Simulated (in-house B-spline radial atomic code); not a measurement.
The numbers below are computed, except where a source is named.
## Making a Troullier-Martins p channel for Zr, r_c = 1.66 bohr

Zr, [Kr] 4d2 5s2, non-relativistic LDA (VWN5), spherical and spin-unpolarised, from an all-electron radial atomic-structure program (B-spline basis) (atomic units). The all-electron 4p level is ε = -1.186598 hartree, its outermost node lies just inside 0.58 bohr and its outer maximum at 1.19 bohr.

Inside r_c the pseudo-orbital is u(r) = r^2 exp(p(r)), with p = c0 + c2 r² + c4 r⁴ + … + c12 r¹². The seven coefficients follow from p and its first four derivatives at r_c, from zero curvature of the screened potential at the origin, c4 = −c2²/(2l + 5), and from the norm inside r_c. At r_c the all-electron orbital has P = 0.7495197, P' = -0.6568628, the screened potential V = -1.654925, V' = 2.344824, V'' = -4.570583, and the norm inside is Q = 0.7456368.

(1) What are p, p' and p'' at r_c?

For a trial c2 the five matching conditions are linear in c0, c6, c8, c10 and c12, and c2 is varied until the norm inside r_c equals Q. The root nearest zero gives:

```json
{"n": "0", "c_n": "0.3651605"}
{"n": "2", "c_n": "-0.3915639"}
{"n": "4", "c_n": "-0.02190319"}
{"n": "6", "c_n": "-0.1519274"}
{"n": "8", "c_n": "0.09191293"}
{"n": "10", "c_n": "-0.02062734"}
{"n": "12", "c_n": "0.001678611"}
```

(2) Check c4 and p(r_c), and find the screened pseudopotential at the origin.

Orbitals and screened potentials:

```
r (bohr)        P        u  V all-electron  V pseudo
   0.166  0.03456  0.03927          -133.7    -3.147
   0.415  -0.4233   0.2316          -29.09    -3.241
   0.664    0.282    0.527          -11.86    -3.582
   0.913   0.8046   0.8107          -6.236    -3.938
   1.162   0.9612   0.9473          -3.736    -3.633
   1.411   0.8985   0.8975          -2.415    -2.547
    1.66   0.7495   0.7495          -1.655    -1.655
```

Logarithmic derivatives P'/P at R = 1.96 bohr, for energies E around ε:

```tsv
E − ε (hartree)	all-electron	pseudo
-0.5	0.480739	0.476674
-0.25	-0.0924198	-0.0944063
-0.1	-0.61126	-0.611781
0	-1.09619	-1.09619
0.1	-1.77924	-1.78046
0.25	-3.61385	-3.63269
0.5	-32.5539	-36.6482
```

(3) With P(R) = 0.5557397 and a norm of 0.8738628 inside R, what slope in energy does norm conservation fix?

## Answers

(1) p = ln(P/r_c^2) = ln(0.7495197/2.7556) = -1.30196. p' = P'/P − 2/r_c = -0.87638 − 1.20482 = -2.08120. The radial equation gives p'' = 2(V − ε) − 2(2) p'/r_c − p'² = -0.93665 − (-5.01493) − 4.33139 = -0.25310. Differentiating, p''' = 2V' + 2(2)p'/r_c² − 2(2)p''/r_c − 2p'p'' = 1.225, and p'''' = 2V'' − 4(2)p'/r_c³ + 4(2)p''/r_c² − 2(2)p'''/r_c − 2p''² − 2p'p''' = -4.2172.

(2) −c2²/7 = -0.0219032, as listed. The terms c_n r_c^n are 0.36516, -1.07899, -0.16632, -3.17896, 5.29958, -3.27736, 0.73493, which sum to -1.30196. Inverting the radial equation, V_l(r) = ε + 2 p'/r + (p'' + p'²)/2, so V_l(0) = ε + (2l + 3) c2 = -1.186598 + 5 × (-0.391564) = -3.1444 hartree, finite where the all-electron potential diverges.

(3) d(P'/P)/dE = −2 × (norm inside R)/P(R)² = -5.6589 per hartree·bohr at E = ε, for both atoms, since orbital and norm agree at R. Differences over ±0.1 hartree give -5.8399 (all-electron) and -5.8434 (pseudo), which also hold third-order terms. Half a hartree below ε the two curves differ by -0.0041.
